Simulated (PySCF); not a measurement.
H5OSi2, charge +1, multiplicity 1.

```xyz
8

Si     1.5829    -0.3972     0.2573
O      0.1163     0.1198     0.1334
Si    -1.5618     0.3352    -0.2974
H      2.0026    -1.5904    -0.5155
H      2.4933     0.3459     1.1569
H     -1.5876     1.6861    -0.9067
H     -1.8694    -0.7650    -1.2435
H     -2.2648     0.2329     1.0033
```
Charge +1, spin multiplicity 1.

Geometry: PBE-D3(BJ)/def2-TZVP. The spin state was assumed, not searched. The isomer is the one that the SMILES or the coordinates give; other isomers of the formula were not compared.

All values below come from PySCF with B3LYP/pcSseg-1. Non-relativistic, no solvent.

Computed absolute GIAO shielding of each atom: isotropic value and principal components (ppm):
```tsv
atom	σ(iso)	σ11	σ22	σ33	span
Si1	221.1	128.2	240.8	294.2	166.0
O2	120.5	-38.7	51.0	349.1	387.8
Si3	336.7	293.8	306.1	410.2	116.3
H4	24.6	21.6	22.4	30.0	8.4
H5	24.7	21.5	22.4	30.1	8.6
H6	25.7	22.7	24.5	29.9	7.2
H7	25.7	22.7	24.7	29.7	7.0
H8	25.7	22.7	24.5	29.9	7.2
```
